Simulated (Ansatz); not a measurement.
ZnGeH$_{6}$S$_{2}$, closed shell: a nudged elastic band.

The input file, in.yaml:

```yaml
crystal:
  periodic: [false, false, false]
  atoms:
    - {symbol: Ge, position_ang: [1.454280, 0.785043, -1.075497]}
    - {symbol: H, position_ang: [0.585162, 0.532163, -2.310329]}
    - {symbol: H, position_ang: [-2.579583, 0.149133, -0.963722]}
    - {symbol: S, position_ang: [-2.249513, 0.990432, 0.032410]}
    - {symbol: Zn, position_ang: [-1.098561, -0.529976, 1.074695]}
    - {symbol: S, position_ang: [-0.112720, -2.067695, 2.238950]}
    - {symbol: H, position_ang: [2.935713, 0.555405, -1.407042]}
    - {symbol: H, position_ang: [1.236210, 2.197765, -0.529959]}
    - {symbol: H, position_ang: [1.058285, -0.235135, 0.019082]}
    - {symbol: H, position_ang: [-1.229374, -2.377235, 2.921512]}
basis:
  gaussian: {orbitals: 6-31G}
hamiltonian: {xc: {name: B3LYP}, dispersion: d4}
neb:
  images: 4
  climbing: true
  max_iterations: 40
  initial_path: idpp
  final_atoms:
    - {symbol: Ge, position_ang: [1.165532, 1.518430, -0.281838]}
    - {symbol: H, position_ang: [-0.443434, -1.563750, -1.751914]}
    - {symbol: H, position_ang: [-0.662865, -0.893637, -2.002384]}
    - {symbol: S, position_ang: [-0.906422, 1.701385, 0.512914]}
    - {symbol: Zn, position_ang: [-1.221482, -0.394953, 0.912346]}
    - {symbol: S, position_ang: [-1.555543, -2.488512, 1.341770]}
    - {symbol: H, position_ang: [1.135715, 1.619920, -1.815306]}
    - {symbol: H, position_ang: [1.991338, 2.669213, 0.310032]}
    - {symbol: H, position_ang: [1.786038, 0.168125, 0.123463]}
    - {symbol: H, position_ang: [-1.288975, -2.336321, 2.651018]}
```

Command:

```bash
ansatz run in.yaml --threads 8 --pin off --events-out ev --progress --plain --max-ram 19148MiB
```

What Ansatz 0.2.0 printed:

```
Functional definition: B3LYP
  name "B3LYP"
  cite "Stephens, Devlin, Chabalowski & Frisch, J. Phys. Chem. 98, 11623 (1994) doi:10.1021/j100096a001"
  cite "Becke, Phys. Rev. A 38, 3098 (1988) doi:10.1103/PhysRevA.38.3098"
  cite "Lee, Yang & Parr, Phys. Rev. B 37, 785 (1988) doi:10.1103/PhysRevB.37.785"
  cite "Vosko, Wilk & Nusair, Can. J. Phys. 58, 1200 (1980) doi:10.1139/p80-159"
  parameter a0 = 0.2
  parameter ax = 0.72
  parameter ac = 0.81
  exchange = (1 - a0 - ax)*slater_x + ax*b88_x + a0*exact_x
  correlation = (1 - ac)*vwn_rpa_c + ac*lyp_c
1119 factors; integrals over basis functions are off by at most 1.7e-4 eV
mean field evaluation 1: about -126687.0394 eV, gradient 3.9e1 eV
mean field evaluation 2: about -126683.6817 eV, gradient 6.0e1 eV
mean field evaluation 4: about -126690.2170 eV, gradient 1.5e0 eV
mean field evaluation 8: about -126690.2472 eV, gradient 5.4e-2 eV
mean field -126690.24719503 eV, -4655.7807106834 hartree, gradient 3.7e-5 eV, S^2 0.000000; 0 other end points of the search recorded, 0 dependent functions left out
the calculation of the forces begins
reference -126690.24750539 eV, -4655.7807220890 hartree; 50, 50 occupied and 46, 46 virtual orbitals, 1119 factors
1117 factors; integrals over basis functions are off by at most 8.4e-4 eV
mean field evaluation 16: about -126687.2898 eV, gradient 4.0e1 eV
mean field -126690.51884354 eV, -4655.7906935822 hartree, gradient 4.5e-5 eV, S^2 0.000000; 0 other end points of the search recorded, 0 dependent functions left out
the calculation of the forces begins
reference -126690.51914560 eV, -4655.7907046827 hartree; 50, 50 occupied and 46, 46 virtual orbitals, 1117 factors
WARN: NEB end point (image 0): max|allowed force component| = 8.334e-1 eV/Å (the criterion of neb.relax_end_points is 1.000e-2). That is over neb.f_tol: it is no minimum, so the barrier can be far off. Relax it first
WARN: NEB end point (image 5): max|allowed force component| = 1.083e0 eV/Å (the criterion of neb.relax_end_points is 1.000e-2). That is over neb.f_tol: it is no minimum, so the barrier can be far off. Relax it first
1119 factors; integrals over basis functions are off by at most 2.0e-4 eV
mean field evaluation 32: about -126684.4091 eV, gradient 3.9e1 eV
mean field -126687.76510519 eV, -4655.6894955644 hartree, gradient 1.3e-5 eV, S^2 0.000000; 0 other end points of the search recorded, 0 dependent functions left out
the calculation of the forces begins
reference -126687.76541806 eV, -4655.6895070620 hartree; 50, 50 occupied and 46, 46 virtual orbitals, 1119 factors
1120 factors; integrals over basis functions are off by at most 2.6e-4 eV
mean field evaluation 64: about -126684.3925 eV, gradient 9.2e-5 eV
mean field -126684.39245475 eV, -4655.5655529468 hartree, gradient 3.7e-5 eV, S^2 0.000000; 0 other end points of the search recorded, 0 dependent functions left out
the calculation of the forces begins
reference -126684.39277226 eV, -4655.5655646149 hartree; 50, 50 occupied and 46, 46 virtual orbitals, 1120 factors
1120 factors; integrals over basis functions are off by at most 3.2e-4 eV
mean field -126685.06657351 eV, -4655.5903263542 hartree, gradient 5.3e-5 eV, S^2 0.000000; 0 other end points of the search recorded, 0 dependent functions left out
the calculation of the forces begins
reference -126685.06688723 eV, -4655.5903378833 hartree; 50, 50 occupied and 46, 46 virtual orbitals, 1120 factors
1117 factors; integrals over basis functions are off by at most 6.7e-4 eV
mean field evaluation 96: about -126688.1601 eV, gradient 5.2e-3 eV
mean field -126688.16008788 eV, -4655.7040109103 hartree, gradient 5.8e-5 eV, S^2 0.000000; 0 other end points of the search recorded, 0 dependent functions left out
the calculation of the forces begins
reference -126688.16039915 eV, -4655.7040223495 hartree; 50, 50 occupied and 46, 46 virtual orbitals, 1117 factors
NEB iter   1: max|band force component| = 3.684e0 eV/Å  barrier→ = 5.7693 eV  barrier← = 6.0692 eV  Δτ_max = 0.2000 Å  (167 SCF iters)
NEB iter   2: max|band force component| = 2.924e0 eV/Å  barrier→ = 4.2534 eV  barrier← = 4.5533 eV  Δτ_max = 0.2000 Å  (125 SCF iters)
NEB iter   3: max|band force component| = 2.527e0 eV/Å  barrier→ = 2.8462 eV  barrier← = 3.1461 eV  Δτ_max = 0.2000 Å  (116 SCF iters)
NEB iter   4: max|band force component| = 3.276e0 eV/Å  barrier→ = 1.9217 eV  barrier← = 2.2216 eV  Δτ_max = 0.2000 Å  (116 SCF iters)
NEB iter   5: max|band force component| = 2.725e0 eV/Å  barrier→ = 1.4005 eV  barrier← = 1.7004 eV  Δτ_max = 0.1992 Å  (116 SCF iters)
NEB iter   6: max|band force component| = 5.738e-1 eV/Å  barrier→ = 0.9601 eV  barrier← = 1.2600 eV  Δτ_max = 0.2000 Å  (114 SCF iters)
NEB iter   7: max|band force component| = 2.595e0 eV/Å  barrier→ = 0.8935 eV  barrier← = 1.1934 eV  Δτ_max = 0.1003 Å  (115 SCF iters)
NEB iter   8: max|band force component| = 7.627e-1 eV/Å  barrier→ = 0.7902 eV  barrier← = 1.0901 eV  CI = image 2  Δτ_max = 0.2000 Å  (113 SCF iters)
NEB iter   9: max|band force component| = 8.383e-1 eV/Å  barrier→ = 0.9541 eV  barrier← = 1.2540 eV  CI = image 2  Δτ_max = 0.2000 Å  (115 SCF iters)
NEB iter  10: max|band force component| = 9.313e-1 eV/Å  barrier→ = 0.8853 eV  barrier← = 1.1852 eV  CI = image 2  Δτ_max = 0.2000 Å  (114 SCF iters)
NEB iter  11: max|band force component| = 1.095e0 eV/Å  barrier→ = 0.8602 eV  barrier← = 1.1601 eV  CI = image 2  Δτ_max = 0.2000 Å  (111 SCF iters)
NEB iter  12: max|band force component| = 1.340e0 eV/Å  barrier→ = 0.8761 eV  barrier← = 1.1760 eV  CI = image 2  Δτ_max = 0.1996 Å  (113 SCF iters)
NEB iter  13: max|band force component| = 1.472e0 eV/Å  barrier→ = 0.8638 eV  barrier← = 1.1637 eV  CI = image 2  Δτ_max = 0.1997 Å  (113 SCF iters)
NEB iter  14: max|band force component| = 1.605e0 eV/Å  barrier→ = 0.9171 eV  barrier← = 1.2170 eV  CI = image 2  Δτ_max = 0.1995 Å  (112 SCF iters)
NEB iter  15: max|band force component| = 1.714e0 eV/Å  barrier→ = 0.9600 eV  barrier← = 1.2599 eV  CI = image 2  Δτ_max = 0.1995 Å  (114 SCF iters)
NEB iter  16: max|band force component| = 1.743e0 eV/Å  barrier→ = 1.0595 eV  barrier← = 1.3594 eV  CI = image 2  Δτ_max = 0.1994 Å  (112 SCF iters)
NEB iter  17: max|band force component| = 1.776e0 eV/Å  barrier→ = 1.1172 eV  barrier← = 1.4171 eV  CI = image 2  Δτ_max = 0.2000 Å  (113 SCF iters)
NEB iter  18: max|band force component| = 1.722e0 eV/Å  barrier→ = 1.2722 eV  barrier← = 1.5721 eV  CI = image 2  Δτ_max = 0.1998 Å  (110 SCF iters)
NEB iter  19: max|band force component| = 1.849e0 eV/Å  barrier→ = 1.4243 eV  barrier← = 1.7242 eV  CI = image 2  Δτ_max = 0.1964 Å  (113 SCF iters)
NEB iter  20: max|band force component| = 2.105e0 eV/Å  barrier→ = 1.6982 eV  barrier← = 1.9981 eV  CI = image 2  Δτ_max = 0.1983 Å  (115 SCF iters)
NEB iter  21: max|band force component| = 2.117e0 eV/Å  barrier→ = 1.7541 eV  barrier← = 2.0540 eV  CI = image 2  Δτ_max = 0.1953 Å  (115 SCF iters)
NEB iter  22: max|band force component| = 2.160e0 eV/Å  barrier→ = 1.8537 eV  barrier← = 2.1536 eV  CI = image 2  Δτ_max = 0.1950 Å  (117 SCF iters)
NEB iter  23: max|band force component| = 1.982e0 eV/Å  barrier→ = 1.8484 eV  barrier← = 2.1483 eV  CI = image 2  Δτ_max = 0.1941 Å  (117 SCF iters)
NEB iter  24: max|band force component| = 1.839e0 eV/Å  barrier→ = 1.8660 eV  barrier← = 2.1659 eV  CI = image 2  Δτ_max = 0.1934 Å  (116 SCF iters)
NEB iter  25: max|band force component| = 1.702e0 eV/Å  barrier→ = 1.9238 eV  barrier← = 2.2237 eV  CI = image 2  Δτ_max = 0.1928 Å  (111 SCF iters)
NEB iter  26: max|band force component| = 1.679e0 eV/Å  barrier→ = 2.1204 eV  barrier← = 2.4203 eV  CI = image 2  Δτ_max = 0.1916 Å  (116 SCF iters)
NEB iter  27: max|band force component| = 2.157e0 eV/Å  barrier→ = 2.5371 eV  barrier← = 2.8370 eV  CI = image 2  Δτ_max = 0.1983 Å  (118 SCF iters)
NEB iter  28: max|band force component| = 2.177e0 eV/Å  barrier→ = 2.8512 eV  barrier← = 3.1511 eV  CI = image 2  Δτ_max = 0.2000 Å  (123 SCF iters)
NEB iter  29: max|band force component| = 1.921e0 eV/Å  barrier→ = 2.9433 eV  barrier← = 3.2432 eV  CI = image 2  Δτ_max = 0.2000 Å  (128 SCF iters)
NEB iter  30: max|band force component| = 1.415e0 eV/Å  barrier→ = 2.8196 eV  barrier← = 3.1195 eV  CI = image 2  Δτ_max = 0.2000 Å  (121 SCF iters)
NEB iter  31: max|band force component| = 1.106e0 eV/Å  barrier→ = 2.6506 eV  barrier← = 2.9505 eV  CI = image 2  Δτ_max = 0.2000 Å  (122 SCF iters)
NEB iter  32: max|band force component| = 1.183e0 eV/Å  barrier→ = 2.5024 eV  barrier← = 2.8023 eV  CI = image 2  Δτ_max = 0.1937 Å  (117 SCF iters)
NEB iter  33: max|band force component| = 2.138e0 eV/Å  barrier→ = 2.3829 eV  barrier← = 2.6828 eV  CI = image 2  Δτ_max = 0.1010 Å  (114 SCF iters)
NEB iter  34: max|band force component| = 2.347e0 eV/Å  barrier→ = 2.3515 eV  barrier← = 2.6514 eV  CI = image 2  Δτ_max = 0.1993 Å  (116 SCF iters)
NEB iter  35: max|band force component| = 2.509e0 eV/Å  barrier→ = 2.5405 eV  barrier← = 2.8404 eV  CI = image 2  Δτ_max = 0.1011 Å  (116 SCF iters)
NEB iter  36: max|band force component| = 2.000e0 eV/Å  barrier→ = 2.5525 eV  barrier← = 2.8524 eV  CI = image 2  Δτ_max = 0.2000 Å  (118 SCF iters)
NEB iter  37: max|band force component| = 8.282e-1 eV/Å  barrier→ = 2.5172 eV  barrier← = 2.8171 eV  CI = image 2  Δτ_max = 0.1719 Å  (114 SCF iters)
NEB iter  38: max|band force component| = 6.214e-1 eV/Å  barrier→ = 2.3309 eV  barrier← = 2.6308 eV  CI = image 2  Δτ_max = 0.1982 Å  (116 SCF iters)
NEB iter  39: max|band force component| = 6.200e-1 eV/Å  barrier→ = 2.4591 eV  barrier← = 2.7590 eV  CI = image 2  Δτ_max = 0.1982 Å  (118 SCF iters)
NEB iter  40: max|band force component| = 8.409e-1 eV/Å  barrier→ = 2.2841 eV  barrier← = 2.5840 eV  CI = image 2  Δτ_max = 0.1010 Å  (116 SCF iters)
Error: NEB band did not converge after 40 iterations: max|band force component| = 8.41e-1 eV/Å (threshold 5.0e-2); raise `neb.max_iterations` in a new run, which can start from the last band evaluated (`neb.initial_path`, with `crystal.atoms` and `neb.final_atoms` set to its first and last images), add images, or start from endpoints closer to local minima. Where this run's directory can be resumed (`checkpoint.write`), a resume goes on for up to `neb.max_iterations` more; to start a new run from the last band, take its images' positions from the `neb_iteration` event of iteration 40 (`data.images[].positions_ang`), in the event stream of the run that computed that iteration (not this run's, if it was resumed behind it). With `checkpoint.write`, `steps/00-neb/state/checkpoint.json` in the run directory holds the last saved band, under `neb.evaluated.images[].positions_ang` (a band under a hybrid functional on support functions is neither saved nor resumed: `neb.initial_path` says where its path is): check the last entry of `neb.iterations` there, which is earlier than 40 if that iteration was not saved or its write failed. If the band's step has no `state` directory and holds `state.next`, a write was cut short, and the file is under `state.next` instead (behind a loss of power it can be under `state.prev`)
a run's events are kept only if it was started with --events-out <file>, and are in that file

[the SCF lines of later steps are left out]
```

Time: 6.1 min of wall clock on 8 CPU threads of an Arm Neoverse N1; the host was shared. Peak host memory: 0.66 GiB.


The run did not converge within its limit.